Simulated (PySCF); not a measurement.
Two species compared at the same levels of theory.

First species: C₃H₉NO₂Si.
InChI=1S/C3H9NO2Si/c1-4-7(5-2)6-3/h7H,1H2,2-3H3

Second species: C5H10N2Si.
SMILES: `C=CC1=NN([SiH3])CC1`

Levels: wB97X-D/def2-SVPD for HOMO energy, LUMO energy, HOMO–LUMO gap and static isotropic polarisability; TDDFT wB97X-D/def2-SVPD for lowest singlet excitation; TDA wB97X-D/def2-SVPD for lowest triplet excitation (Tamm–Dancoff). Geometries: GFN2-xTB. Each structure is a single optimised conformer of the isolated species, non-relativistic unless stated. Electronic properties by PySCF.

The conformers computed, where there is a choice (atom-mapped SMILES and torsion angles):
- `[CH2:1]=[N:2][SiH:3]([O:4][CH3:5])[O:6][CH3:7]`: C1–N2–Si3–O4 -110°, N2–Si3–O4–C5 -51°, N2–Si3–O6–C7 68°

The conformers of `C=CC1=NN([SiH3])CC1` aren't listed.

Problem. Which has the higher LUMO energy?

Solution. The second: 0.94 eV against 0.86 eV, a difference of 0.08 eV.

Problem. Which of the two has the higher HOMO–LUMO gap, and by how much?

Solution. The first: 9.79 eV against 8.35 eV, a difference of 1.44 eV.

Problem. Which of the two has the higher T1 energy, and by how much?

Solution. The first: 3.46 eV against 2.78 eV, a difference of 0.68 eV.

Problem. Which of the two has the higher static isotropic polarisability, and by how much?

Solution. The second: 109.3 au against 74.8 au, a difference of 34.5 au.

Problem. Which of the two has the higher S1 energy, and by how much?

Solution. The second: 4.72 eV against 4.00 eV, a difference of 0.72 eV.

Problem. Which has the higher HOMO energy?

Solution. The second: -7.41 eV against -8.93 eV, a difference of 1.52 eV.

On the first: The vertical singlet–triplet gap S1 − T1 is 0.54 eV (TDDFT singlet less Tamm–Dancoff triplet; S1: HOMO→LUMO, weight 0.96; T1: HOMO→LUMO, weight 0.94). No computed singlet falls in the visible range (750 to 380 nm, 1.65 to 3.26 eV); S1 lies 0.74 eV above its blue end.

On the second: The vertical singlet–triplet gap S1 − T1 is 1.94 eV (TDDFT singlet less Tamm–Dancoff triplet; S1: HOMO→LUMO, weight 0.96; T1: HOMO→LUMO, weight 0.91). The principal polarisabilities are 72.0, 90.5 and 165.3 au; their mean is the isotropic value.
